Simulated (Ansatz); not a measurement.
A structure relaxed at PBE0-D4/def2-TZVP, charge 0, multiplicity 1:

```
atom   x (Å)   y (Å)   z (Å)
  C1   1.350   0.707   0.832
  S2   1.338   0.241  -0.921
 Si3  -0.699  -0.289  -1.152
 Se4  -1.302  -1.997   0.248
  H5   2.390   0.882   1.104
  H6   0.779   1.621   0.997
  H7   0.949  -0.102   1.444
  H8  -1.619   0.836  -0.844
  H9  -0.819  -0.701  -2.570
 H10  -2.367  -1.197   0.863
```

Q: Give its formula and SMILES.

A: CH6SSeSi, `CS[SiH2][SeH]`.

Q: Summarise the bond lengths by kind.

A: 1 × C–S 1.814 Å; 3 × C–H 1.089 to 1.090 Å; 1 × S–Si 2.117 Å; 1 × Se–Si 2.290 Å; 2 × H–Si 1.482 to 1.485 Å; 1 × H–Se 1.468 Å.

All numbers were calculated with Ansatz.
